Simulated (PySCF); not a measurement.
PySCF input:

```python
from pyscf import gto, scf, mp, cc as ccmod

mol = gto.M(
    atom='''
    Cl   -1.40250737   -0.20014729    0.02098688
    C    -0.03054783    0.84410807    0.00883340
    Cl    1.41328896   -0.09777321   -0.02410455
    ''',
    basis='cc-pvdz',
    charge=0,
    spin=0,
    verbose=4,
)

mf = scf.RHF(mol)
mf.conv_tol = 1e-10
mf.max_cycle = 100
mf.kernel()
mp2 = mp.MP2(mf, frozen=11).run()
cc = ccmod.CCSD(mf, frozen=11)
cc.max_cycle = 100
cc.kernel()
et = cc.ccsd_t()
print(f'E(CCSD(T)) = {cc.e_tot + et:.9f}')
```

Q: Which total energy does the run end on?

A: -957.19840 Eh (CCSD(T)/cc-pVDZ).
